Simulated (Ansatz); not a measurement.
Ideal-gas functions of `[Cl][SnH2][SeH]` at 400 K and 1 bar, from an Ansatz frequency run at PBE0-D4/def2-TZVP.

Molar mass 236.15 g/mol, point group C1 (symmetry number 1), electronic degeneracy 1, moments of inertia 109.547, 452.168, 549.294 u Å². Harmonic wavenumbers (cm⁻¹, unscaled): 90, 129, 250, 361, 367, 518, 619, 659, 679, 1965, 1983, 2446.

Use S(trans) = R[1.5 ln M + 2.5 ln T − 1.1517]; rotational temperatures θ = 24.2544 K / I; S(rot) = R[ln(√π/σ · √(T³/θAθBθC)) + 1.5]; for each mode x = 1.438777 ν̃/T, S = R[x/(eˣ − 1) − ln(1 − e⁻ˣ)] and H = RT x/(eˣ − 1); 1 cm⁻¹ = 0.0119627 kJ/mol; R = 8.31446 J/(mol·K).

By hand: the entropy, in J/(mol·K).

Translation 183.1. Rotation: θ = 0.2214, 0.0536, 0.0442 K, giving 123.4. Vibration, mode by mode: 17.73, 14.77, 9.47, 6.70, 6.58, 4.25, 3.19, 2.85, 2.69, 0.06, 0.05, 0.01, in all 68.4. Electronic 0.0. Sum 374.9 J/(mol·K).

By hand: H − E and G − E in kJ/mol, counted from the electronic energy.

Zero-point energy ½ × 10066 × 0.0119627 = 60.2; thermal vibration 14.4; translation, rotation and pV give 4 RT = 13.3. H − E = 87.9 kJ/mol, and G − E = 87.9 − 400 × 374.9/1000 = -62.1 kJ/mol.

Vibration gives 18 % of the entropy, 32.5 J/(mol·K) of it from the modes under 150 cm⁻¹: soft modes count most, and the harmonic formula is weakest for them. The sum counts one conformer and one mirror image; others add a mixing term.
